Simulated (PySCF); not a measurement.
C5H6Cl2Si.
Atom-mapped SMILES: `[Cl:1][CH:2]([Cl:3])[C:4]1=[CH:5][CH:6]=[CH:7][SiH2:8]1` (hydrogens: H9 on C2; H10 on C5; H11 on C6; H12 on C7; H13, H14 on Si8)

The same species was optimised twice, with GFN2-xTB and with PBE0-D3(BJ)/def2-SVP (PySCF), and the same property calculations (PySCF, gas phase) were run on both structures.

```tsv
coordinate	GFN2-xTB	PBE0-D3(BJ)/def2-SVP	change
C5–C6 (Å)	1.453	1.476	+0.023
C7–Si8 (Å)	1.888	1.876	-0.012
C6=C7 (Å)	1.339	1.350	+0.011
C4–Si8 (Å)	1.900	1.889	-0.011
C4=C5 (Å)	1.341	1.352	+0.011
C2–C4 (Å)	1.470	1.478	+0.008
Cl1–C2 (Å)	1.788	1.791	+0.003
C2–Cl3 (Å)	1.788	1.790	+0.002
C4–Si8–C7 (°)	88.1	91.7	+3.6
C2–C4–Si8 (°)	126.7	129.5	+2.8
C5–C4–Si8 (°)	109.7	107.0	-2.7
C6–C7–Si8 (°)	109.9	107.4	-2.5
Cl1–C2–Cl3 (°)	108.2	109.8	+1.6
C4–C5–C6 (°)	115.9	116.9	+1.0
C5–C6–C7 (°)	116.4	117.0	+0.6
Cl1–C2–C4 (°)	110.2	110.7	+0.5
Cl1–C2–C4–C5 (°)	121	122	+1
```

Rotational constants: A = 1946, B = 790.8, C = 744.4 MHz (GFN2-xTB) against A = 1942, B = 771.6, C = 719.2 MHz (PBE0-D3(BJ)/def2-SVP). Atoms that the bonding makes alike are paired by their places after alignment.

On the GFN2-xTB structure: lowest singlet, TDDFT (eV) 4.31 [CAM-B3LYP/def2-SVPD]; lowest triplet, Tamm–Dancoff (eV) 2.58 [CAM-B3LYP/def2-SVPD]; isotropic polarisability (au) 109.4 [CAM-B3LYP/def2-SVPD]; HOMO (eV) -8.24 [CAM-B3LYP/def2-SVPD]; LUMO (eV) -0.89 [CAM-B3LYP/def2-SVPD]; dipole (D) 2.48 [CAM-B3LYP/def2-SVPD]; HOMO (eV) -7.03 [PBE0/pcSseg-1]; LUMO (eV) -2.02 [PBE0/pcSseg-1]; dipole (D) 2.50 [PBE0/pcSseg-1]; GIAO shielding of Cl1/Cl3 (mean) (ppm) 600.1 [PBE0/pcSseg-1]; GIAO shielding of C2 (ppm) 99.9 [PBE0/pcSseg-1]; GIAO shielding of C4 (ppm) 31.0 [PBE0/pcSseg-1]; GIAO shielding of C5 (ppm) 40.6 [PBE0/pcSseg-1]; GIAO shielding of C6 (ppm) 32.3 [PBE0/pcSseg-1]; GIAO shielding of C7 (ppm) 46.6 [PBE0/pcSseg-1]; GIAO shielding of Si8 (ppm) 398.1 [PBE0/pcSseg-1].

Problem. What do these properties become on the PBE0-D3(BJ)/def2-SVP structure?

Solution. 
```tsv
property	level	on GFN2-xTB	on PBE0-D3(BJ)/def2-SVP	change
lowest singlet, TDDFT (eV)	CAM-B3LYP/def2-SVPD	4.31	4.36	+0.05
lowest triplet, Tamm–Dancoff (eV)	CAM-B3LYP/def2-SVPD	2.58	2.61	+0.03
isotropic polarisability (au)	CAM-B3LYP/def2-SVPD	109.4	111.0	+1.6
HOMO (eV)	CAM-B3LYP/def2-SVPD	-8.24	-8.36	-0.12
LUMO (eV)	CAM-B3LYP/def2-SVPD	-0.89	-0.97	-0.08
dipole (D)	CAM-B3LYP/def2-SVPD	2.48	2.67	+0.19
energy, GFN2-xTB geometry as zero (kcal/mol)	CAM-B3LYP/def2-SVPD	0.0	-2.1	-2.1
HOMO (eV)	PBE0/pcSseg-1	-7.03	-7.15	-0.12
LUMO (eV)	PBE0/pcSseg-1	-2.02	-2.11	-0.09
dipole (D)	PBE0/pcSseg-1	2.50	2.67	+0.17
energy, GFN2-xTB geometry as zero (kcal/mol)	PBE0/pcSseg-1	0.0	-1.8	-1.8
GIAO shielding of Cl1/Cl3 (mean) (ppm)	PBE0/pcSseg-1	600.1	608.7	+8.6
GIAO shielding of C2 (ppm)	PBE0/pcSseg-1	99.9	99.0	-0.9
GIAO shielding of C4 (ppm)	PBE0/pcSseg-1	31.0	31.7	+0.7
GIAO shielding of C5 (ppm)	PBE0/pcSseg-1	40.6	35.9	-4.7
GIAO shielding of C6 (ppm)	PBE0/pcSseg-1	32.3	28.6	-3.7
GIAO shielding of C7 (ppm)	PBE0/pcSseg-1	46.6	44.3	-2.3
GIAO shielding of Si8 (ppm)	PBE0/pcSseg-1	398.1	396.6	-1.5
```

The heavy atoms differ by 0.049 Å rms after alignment (one structure mirrored). Among bonds between heavy atoms C5–C6 changes most (+0.023 Å). Changes are differences of the printed values. Neither structure is proved a minimum here.

Conformer computed: `[Cl:1][CH:2]([Cl:3])[C:4]1=[CH:5][CH:6]=[CH:7][SiH2:8]1`: Cl1–C2–C4–C5 122°.
